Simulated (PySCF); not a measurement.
C₃H₅BO₂. Atoms are numbered in the order given.

```xyz
11

C      0.0117     2.5541     0.0000
C      0.7011     1.3972     0.0000
B     -0.0041     0.0165     0.0000
O     -1.3486    -0.1042     0.0000
C      0.7519    -1.4179     0.0000
O      0.0615    -2.4253     0.0000
H     -1.0850     2.5509     0.0000
H      0.5005     3.5356     0.0000
H      1.7990     1.4514     0.0000
H     -1.5590    -1.0599     0.0000
H      1.8728    -1.5245     0.0000
```

Geometry: r2SCAN-D4/def2-SVP. This is a generated structure with no PubChem entry under its InChIKey; it may be hypothetical. One conformer was computed; it need not be the lowest.

All values below come from TDA-B3LYP/def2-SVPD in PySCF.

Vertical excitations. The molecule is in vacuum. State labels are in the subgroup Cs.

```
state  symmetry  energy (eV)  λ (nm)      f                            main pairs
-----  --------  -----------  ------  -----  ------------------------------------
S1           A"         2.88     430  0.000                        HOMO→LUMO 97 %
S2           A'         4.81     258  0.157                      HOMO−1→LUMO 93 %
S3           A"         5.26     236  0.000    HOMO→LUMO+1 70 %, HOMO−2→LUMO 24 %
S4           A"         5.57     223  0.001    HOMO−2→LUMO 74 %, HOMO→LUMO+1 25 %
S5           A"         6.17     201  0.000                      HOMO−4→LUMO 96 %
S6           A'         6.52     190  0.005                      HOMO→LUMO+2 87 %
S7           A'         6.83     181  0.032                      HOMO−3→LUMO 80 %
S8           A"         7.33     169  0.033                    HOMO−1→LUMO+2 96 %
S9           A'         7.35     169  0.090                      HOMO→LUMO+3 95 %
S10          A"         7.43     167  0.001  HOMO−6→LUMO 76 %, HOMO−2→LUMO+1 19 %
T1           A"         2.26     550      0                        HOMO→LUMO 93 %
T2           A'         3.41     363      0  HOMO−1→LUMO 83 %, HOMO−1→LUMO+1 16 %
T3           A"         4.92     252      0    HOMO−2→LUMO 48 %, HOMO→LUMO+1 41 %
T4           A'         5.13     242      0    HOMO−3→LUMO 66 %, HOMO−5→LUMO 20 %
```
Triplets are in the Tamm–Dancoff approximation.
